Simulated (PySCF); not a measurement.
## Diatomic cations of Cs with the fourth-period p block

PBE0 with double-zeta basis sets in PySCF, for the lowest determinant that a PBE0 search found; no spin–orbit coupling. De refers to high-spin ground-configuration atoms (the charge goes to the atom of lower measured ionisation energy or higher electron affinity, which is not always the lowest computed limit). A positive dipole points towards Cs; it is taken about the centre of mass and depends on that origin.

```csv
M,basis,charged atom,state (unpaired electrons),Re (Å),ωe (cm⁻¹),De (eV),μ (D)
Ga,def2-SVP,Cs+,doublet (σ ↑),4.294,48.3,0.40,4.05
As,def2-SVP,Cs+,"quartet (σ ↑, π ↑↑)",4.031,40.2,0.12,5.72
Se,def2-SVP,Cs+,triplet (π ↑↑),3.861,58.3,0.31,5.49
Br,def2-SVP,Cs+,doublet (π ↑),3.809,52.6,0.21,5.71
```

Problem. By what factor does the harmonic wavenumber vary along the series?

Solution. At PBE0 it runs from 40.2 cm⁻¹ (CsAs⁺) to 58.3 cm⁻¹ (CsSe⁺), a factor of 1.45.

The state changes along the series, so neighbouring rows are not always alike in their bonding.

Weak bonds: CsAs⁺, CsBr⁺, CsGa⁺, CsSe⁺. Basis-set superposition, not corrected here, can be much of De in a small basis, most of all at correlated wavefunction levels. Spin–orbit coupling is left out, which matters for elements this heavy, above all for dissociation energies. For an ion De counts to the pair picked by the measured ionisation energies or electron affinities, which need not be the lowest pair at this level. States were picked by a PBE0 search and need not be the measured ground states.
